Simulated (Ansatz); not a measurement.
```yaml
crystal:
  periodic: [false, false, false]
  atoms:
    - {symbol: Cu, position_ang: [0.381750, 1.072696, -0.044981]}
    - {symbol: Cl, position_ang: [0.744052, -0.189614, 1.796955]}
    - {symbol: Cu, position_ang: [-0.381628, -1.072513, 0.044951]}
    - {symbol: Cl, position_ang: [-0.744174, 0.189431, -1.796924]}
basis:
  gaussian: {orbitals: STO-3G}
total_charge: -1
magnetization: {spin_polarized: true, initial_magnetization: 1}
hamiltonian: {xc: {name: SPW92}}
scf: {omitted_lower_state_checks: [starts]}
```

```sh
$ ansatz run in.yaml --threads 4 --pin off --events-out ev --progress --plain --max-ram 3916MiB
```

It prints (some lines left out):

```
Functional definition: SPW92
513 factors; integrals over basis functions are off by at most 3.3e-4 eV
mean field evaluation 1: about -112254.8437 eV, gradient 7.7e1 eV
mean field evaluation 2: about -112283.0785 eV, gradient 1.3e2 eV
mean field evaluation 4: about -112654.4081 eV, gradient 8.0e1 eV
mean field evaluation 8: about -112654.4012 eV, gradient 8.0e1 eV
mean field evaluation 16: about -112781.9630 eV, gradient 2.8e1 eV
mean field evaluation 32: about -112785.5941 eV, gradient 1.4e-1 eV
mean field -112785.60437029 eV, -4144.7945117799 hartree, gradient 3.5e-6 eV, S^2 2.586668; 0 other end points of the search recorded, 0 dependent functions left out
reference -112785.60439426 eV, -4144.7945126608 hartree; 47, 46 occupied and 7, 8 virtual orbitals, 513 factors
Total energy: -112785.60439426 eV, -4144.7945126608 hartree
Checks for a lower state left out: starts
```

It took 2.1 s on 4 threads of Arm Neoverse V1 on a shared host.

The highest occupied level of an anion often lies above zero with these methods, and sets without diffuse functions describe the outer electron poorly. The charge -1 doublet is spin-contaminated (final ⟨S²⟩ up to 2.59, 0.75 for a pure state).
